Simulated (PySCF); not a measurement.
How methods differ on the ionisation energy of V

V [Ar] 3d3 4s2 (4F) → V⁺ [Ar] 3d4 (5D), as a difference of total energies. Calculation: PySCF 2.14, in Sapporo-DKH3-DZP-2012 (6s5p3d1f, 43 functions); the spin-free X2C one-electron Hamiltonian (Gaussian nucleus). Correlated levels: valence: [Ar] frozen. The calculations carry no spin-orbit coupling.

```tsv
method	ionisation energy (eV)	error (eV)
UHF	6.137	-0.595
MN15	6.146	-0.586
PBE	6.379	-0.353
MP2 (valence)	6.517	-0.215
SCS-MP2 (valence)	6.968	+0.236
```

Reference: 6.732 eV (measured; NIST levels, between the centres of gravity of the two terms).

Errors of the correlated levels include the incompleteness of this basis and the frozen core.
